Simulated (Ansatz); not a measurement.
```yaml
crystal:
  periodic: [false, false, false]
  atoms:
    - {symbol: C, position_ang: [-1.191253, -0.233333, -0.750514]}
    - {symbol: N, position_ang: [-0.011860, -0.675383, -0.753233]}
    - {symbol: In, position_ang: [1.285775, 0.126616, 0.671374]}
    - {symbol: H, position_ang: [-1.926141, -0.615485, -1.477547]}
    - {symbol: H, position_ang: [-1.595041, 0.536090, -0.064712]}
    - {symbol: H, position_ang: [0.542596, 1.318463, 1.681775]}
    - {symbol: H, position_ang: [2.895926, -0.456958, 0.692837]}
basis:
  gaussian: {orbitals: STO-3G, fitting: {mean_field: def2-universal-jkfit}}
magnetization: {spin_polarized: true, initial_magnetization: 1}
hamiltonian: {xc: {name: rPW86-PBE}}
accuracy: high
scf: {lower_state_search: full}
```

```sh
$ ansatz run in.yaml --threads 2 --pin off --events-out ev --progress --plain --max-ram 4352MiB
```

Shortened log:

```
Error: a molecule whose nuclei and cores have a total charge of 66 cannot have a net charge of 0 together with 1 unpaired electrons
```

Question: Something in this input is off. What?

Answer: The number of unpaired electrons doesn't fit the electron count. The input was rejected before any iteration.
